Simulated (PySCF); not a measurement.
Run record for `O(C)[BH2-][NH3+]`: PBE0/def2-SVPD, start guess vsap, full TDDFT, 1 singlet.

Method: TDDFT PBE0/def2-SVPD, vertical, gas phase, core orbitals frozen in the response (PySCF 2.14.0, density-fitted response routines). Geometry: GFN2-xTB. The command runs a driver script over a list of jobs; the input below is this job's line of settings and its coordinates in Å.

Command:
```bash
OMP_NUM_THREADS=1 python probes_run.py task.json out
```

Input:
```
{"job": {"kind": "uv", "xc": "PBE0", "basis": "def2-SVPD", "nstates": 1, "ntriplets": 0, "tda": false, "scf": {"guess": "vsap"}}, "charge": 0, "multiplicity": 1}
C      1.696394     0.324001     0.080411
O      0.763154    -0.249817    -0.783106
B     -0.370644    -0.905501    -0.258567
N     -1.547329     0.398339     0.039226
H      2.638179     0.444196    -0.461107
H      1.873030    -0.300954     0.963993
H      1.372651     1.318157     0.427191
H     -0.913653    -1.544448    -1.094226
H     -0.266921    -1.398781     0.824823
H     -2.459185     0.008033     0.237629
H     -1.562138     0.941554    -0.814929
H     -1.222339     0.964535     0.812635
```

Q: Predict the output.

A: 
```
final grid: 87592 points
cycle   1  E = -188.4611273877  dE =  7.500e+00  |g| = 4.784e+00  |ddm| = 4.117e+02
cycle   2  E = -175.2583375611  dE =  1.320e+01  |g| = 8.286e+00  |ddm| = 4.103e+02
cycle   3  E = -194.9022373730  dE = -1.964e+01  |g| = 3.398e+00  |ddm| = 1.288e+01
cycle   4  E = -196.8226489908  dE = -1.920e+00  |g| = 1.497e+00  |ddm| = 3.270e+00
cycle   5  E = -197.3680886636  dE = -5.454e-01  |g| = 4.069e-01  |ddm| = 1.733e+00
cycle   6  E = -197.4057336949  dE = -3.765e-02  |g| = 1.499e-01  |ddm| = 6.364e-01
cycle   7  E = -197.4097899559  dE = -4.056e-03  |g| = 6.027e-02  |ddm| = 2.054e-01
cycle   8  E = -197.4104866506  dE = -6.967e-04  |g| = 1.066e-02  |ddm| = 6.826e-02
cycle   9  E = -197.4105117303  dE = -2.508e-05  |g| = 3.263e-03  |ddm| = 1.757e-02
cycle  10  E = -197.4105138510  dE = -2.121e-06  |g| = 3.210e-04  |ddm| = 4.139e-03
cycle  11  E = -197.4105138776  dE = -2.666e-08  |g| = 6.065e-05  |ddm| = 8.451e-04
cycle  12  E = -197.4105138787  dE = -1.012e-09  |g| = 5.866e-06  |ddm| = 1.614e-04
cycle  13  E = -197.4105138787  dE = -9.095e-12  |g| = 2.204e-06  |ddm| = 3.125e-05
converged SCF energy = -197.4105138787

Static polarisability (au): isotropic 46.831, principal 42.640 45.513 52.340

Singlet excitations
state   eV       nm        f      main configurations
  1   5.8822    210.8   0.02526   H->L 0.98
```

H and L stand for HOMO and LUMO; the number after each pair is its weight.

Q: Give S1 in cm⁻¹ and kJ/mol.

A: 5.8822 eV × 8065.54 = 47443 cm⁻¹; × 96.485 = 567.5 kJ/mol.

Q: How does the lowest singlet excitation compare with the HOMO–LUMO gap?

A: HOMO -7.08 eV and LUMO -0.09 eV give a gap of 6.99 eV; S1 at 5.88 eV lies 1.11 eV below it.

In short: SCF converged in 13 cycles with 147 basis and 485 fitting functions; HOMO -7.08 eV, LUMO -0.09 eV; lowest singlet 5.88 eV; mean polarisability 46.8 au.

Q: How long does this job take on one thread of an AMD EPYC 9R14, no GPU, on a shared host? And the peak memory of the process?

A: About 6.6 s, with 0.58 GiB resident at the peak, the Python interpreter and its libraries included.

The values belong to the conformer `[CH3:1][O:2][BH2-:3][NH3+:4]`: C1–O2–B3–N4 84°.
